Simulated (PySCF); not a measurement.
Bonds (- single, = double, # triple, : aromatic): C1-Si2, Si2-P3, P3-C4, C4=C5, C5-C6, C6-C7, C6-C8, C8=C9, C9-P3. C1 carries H10, H11, H12; Si2 carries H13, H14; C4 carries H15; C5 carries H16; C6 carries H17; C7 carries H18, H19, H20; C8 carries H21; C9 carries H22.

Theory: geometry: GFN2-xTB, shielding tensors at PBE0/pcSseg-1 (GIAO), in PySCF 2.14.0 with density-fitted response routines (rapidly exchanging positions averaged, isolated molecule, no relativistic terms, one conformer).

Scale: ¹³C vs TMS (reference shieldings calculated alike).

Do the ¹³C shifts follow the atomic charges (in e)? Tabulate both.

## Answers


```csv
atoms,hybridisation,δ (ppm),σ para (ppm),Hirshfeld,IAO,Mulliken,ESP-fitted
C5/C8,sp2,142.3,-210,-0.04,-0.15,-0.05,-0.63
C4/C9,sp2,129.2,-206,-0.11,-0.37,-0.36,+0.14
C6,sp3,36.9,-99,-0.03,-0.12,-0.34,+0.87
C7,sp3,20.2,-80,-0.12,-0.41,-0.18,-0.78
C1,sp3,-9.8,-57,-0.21,-0.71,-0.61,-0.62
```

Correlation coefficients of δ with charge over these carbons: Hirshfeld +0.55, IAO +0.58, Mulliken +0.60, ESP-fitted +0.08; with the paramagnetic shielding -1.00. With so few points, grouped by hybridisation, these coefficients are fragile. Charge is one influence among several: hybridisation and low-lying excitations act through the paramagnetic term.

Shifts are as computed. Against solution values, carbons near 30 ppm lie about +3 ppm off and those near 130 ppm about +5 ppm. Of 1211 compounds with measured shifts, 218 miss one by over three times the rms of a fit or turn the order of signals round; such compounds aren't used in these exercises.
